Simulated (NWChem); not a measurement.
Species: CuH; SMILES [CuH]

```xyz
2

Cu     0.0000     0.0000     0.0460
H      0.0000     0.0000    -1.3753
```
Atoms are numbered in this order, from 1.

Results from NWChem. All runs use the structure optimised with B3LYP/6-31G* (spherical d). GIAO values for the isolated, static molecule; σ is the absolute isotropic shielding, δ = σ(reference) − σ with the isolated reference molecule computed at the same levels (1H: tetramethylsilane).

For level KT2/pcSseg-1:

```
Item          Value
-----------  ------
σ Cu1 (ppm)  1391.8
δ H2 (ppm)    -3.49
```

**Question.** What are these values for level PBE0/pcSseg-1?

**Answer.** σ Cu1 (ppm): 1605.7
δ H2 (ppm): -1.65
